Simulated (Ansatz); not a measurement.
Geometry optimisation, RKS B3LYP/cc-pVDZ in Ansatz 0.2.0.

The input (input.yaml):

```yaml
crystal:
  periodic: [false, false, false]
  atoms:
    - { symbol: B, position_ang: [-1.6065, 0.2135, 0.1898] }
    - { symbol: C, position_ang: [-0.249, 0.0113, 0.8761] }
    - { symbol: C, position_ang: [0.8473, 0.2504, -0.1069] }
    - { symbol: C, position_ang: [1.2647, -0.6458, -1.0322] }
    - { symbol: Cl, position_ang: [1.8229, 1.7247, -0.0003] }
    - { symbol: H, position_ang: [-2.3741, 1.1243, 0.5718] }
    - { symbol: H, position_ang: [-1.9601, -0.408, -0.734] }
    - { symbol: H, position_ang: [-0.1156, 0.7349, 1.7242] }
    - { symbol: H, position_ang: [-0.1964, -1.0038, 1.3201] }
    - { symbol: H, position_ang: [0.633, -1.5817, -1.0907] }
    - { symbol: H, position_ang: [1.999, -0.4768, -1.6972] }
basis:
  gaussian: { orbitals: cc-pVDZ }
hamiltonian:
  xc: b3lyp
relax:
  f_tol: 0.02
  max_steps: 50
output:
  orbitals: {}
```

Launched with:

```bash
$ ansatz run input.yaml --threads 2 --pin off --max-ram 3072MiB --backend cpu --events-out ev --progress --plain --runs-dir out
```

**Question.** Where does it end, and by what steps?

**Answer.** The forces met the threshold. The force dipped under the threshold on the way, but the program's further checks kept it going. After 30 steps the energy has fallen by 0.515 eV; H7 moved furthest, 1.42 Å.

```json
{"step": "0", "energy less start (eV)": "0.0000", "largest force component (eV/Å)": "4.463", "accepted": "yes"}
{"step": "2", "energy less start (eV)": "-0.3684", "largest force component (eV/Å)": "0.621", "accepted": "yes"}
{"step": "4", "energy less start (eV)": "-0.3878", "largest force component (eV/Å)": "0.152", "accepted": "yes"}
{"step": "6", "energy less start (eV)": "-0.4021", "largest force component (eV/Å)": "0.391", "accepted": "yes"}
{"step": "8", "energy less start (eV)": "-0.4186", "largest force component (eV/Å)": "0.318", "accepted": "yes"}
{"step": "10", "energy less start (eV)": "-0.4286", "largest force component (eV/Å)": "0.177", "accepted": "yes"}
{"step": "12", "energy less start (eV)": "-0.4390", "largest force component (eV/Å)": "0.107", "accepted": "yes"}
{"step": "14", "energy less start (eV)": "-0.4516", "largest force component (eV/Å)": "0.504", "accepted": "yes"}
{"step": "16", "energy less start (eV)": "-0.4214", "largest force component (eV/Å)": "1.550", "accepted": "no"}
{"step": "18", "energy less start (eV)": "-0.4989", "largest force component (eV/Å)": "0.116", "accepted": "yes"}
{"step": "20", "energy less start (eV)": "-0.5046", "largest force component (eV/Å)": "0.149", "accepted": "yes"}
{"step": "22", "energy less start (eV)": "-0.5095", "largest force component (eV/Å)": "0.162", "accepted": "yes"}
{"step": "24", "energy less start (eV)": "-0.5122", "largest force component (eV/Å)": "0.067", "accepted": "yes"}
{"step": "26", "energy less start (eV)": "-0.5134", "largest force component (eV/Å)": "0.121", "accepted": "yes"}
{"step": "28", "energy less start (eV)": "-0.5145", "largest force component (eV/Å)": "0.015", "accepted": "yes"}
{"step": "30", "energy less start (eV)": "-0.5147", "largest force component (eV/Å)": "0.007", "accepted": "yes"}
```

```xyz
11
Properties=species:S:1:pos:R:3
B -1.719 0.502 0.314
C -0.283 0.021 0.725
C 0.817 0.132 -0.289
C 1.483 -0.868 -0.868
Cl 1.202 1.807 -0.735
H -2.616 0.349 1.108
H -1.952 1.012 -0.751
H -0.021 0.604 1.634
H -0.353 -1.023 1.088
H 1.253 -1.900 -0.590
H 2.255 -0.693 -1.617
```

Whether the end is a true minimum wasn't checked by a vibrational analysis.

Run time: 74 s on 2 threads of Arm Neoverse V2, with other jobs on the host, peak memory 0.22 GiB.
